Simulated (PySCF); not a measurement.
# Bromine: a sound run and one with changed settings

Sound run: Br⁺ [Ar] 3d10 4s2 4p4, Br²⁺ [Ar] 3d10 4s2 4p3. Computed with PySCF 2.14 in 6-31G*, with the non-relativistic Hamiltonian (point nucleus). In the sound run the correlated levels freeze [Ar] 3d10. The sound run starts from symmetry-adapted Hartree-Fock orbitals and uses a fine grid where one is needed.

Changed run: the spin-free X2C one-electron Hamiltonian (Gaussian nucleus). This setting is unsound on purpose.

```tsv
species	method	sound run (hartree)	changed run (hartree)	converged
Br⁺	UHF	-2571.68804	-2596.36762	yes
Br⁺	BP86	-2573.63422	-2598.31156	yes
Br⁺	B3LYP	-2573.39210	-2598.06960	yes
Br⁺	MP2	-2571.75956	-2596.43868	yes
Br⁺	CCSD(T)	-2571.77624	-2596.45503	yes
Br²⁺	UHF	-2570.94546	-2595.62155	yes
Br²⁺	BP86	-2572.84060	-2597.51418	yes
Br²⁺	B3LYP	-2572.59853	-2597.27225	yes
Br²⁺	MP2	-2571.00383	-2595.67948	yes
Br²⁺	CCSD(T)	-2571.01969	-2595.69498	yes
```

Ionisation energy of Br⁺:

```tsv
method	sound run (eV)	changed run (eV)
UHF	20.207	20.301
BP86	21.596	21.698
B3LYP	21.594	21.697
MP2	20.565	20.659
SCS-MP2	20.578	20.672
CCSD	20.578	20.673
CCSD(T)	20.587	20.682
```

Most of the change in total energy is the relativistic energy itself. On top of that the contraction fixes the core shape for the Hamiltonian it was made with, so the changed run is not a good calculation with the other Hamiltonian either.

For comparison, NIST gives 21.591 eV between the lowest levels.
